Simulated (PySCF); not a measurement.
# ZnSn⁺ at ROHF-SCS-MP2

Level: ROHF-SCS-MP2. PySCF, scalar-relativistic core potentials, basis sets Zn def2-SVPD, Sn def2-SVPD with ECP28.

```json
{"state": "²Π (doublet), unpaired electrons π ↑", "bond length": "2.829 Å", "harmonic wavenumber": "140 cm⁻¹", "force constant": "0.479 mdyn/Å", "rotational constant Be": "0.05053 cm⁻¹", "anharmonicity ωexe": "0.526 cm⁻¹", "vibration–rotation constant αe": "0.000263 cm⁻¹", "well depth De to Zn + Sn⁺": "1.21 eV", "dissociation energy D0": "1.20 eV"}
```

Correlated steps freeze 9 core orbitals. Correlated levels converge slowly with the basis: in double zeta they bind strong bonds too weakly, by up to about 1 eV, and carry superposition errors of some tenths. These are scalar-relativistic numbers at best; spin–orbit coupling would shift them, the dissociation energy most. For an ion De counts to the pair picked by the measured ionisation energies or electron affinities, which need not be the lowest pair at this level. The state was picked by a PBE0 search and need not be the measured ground state.
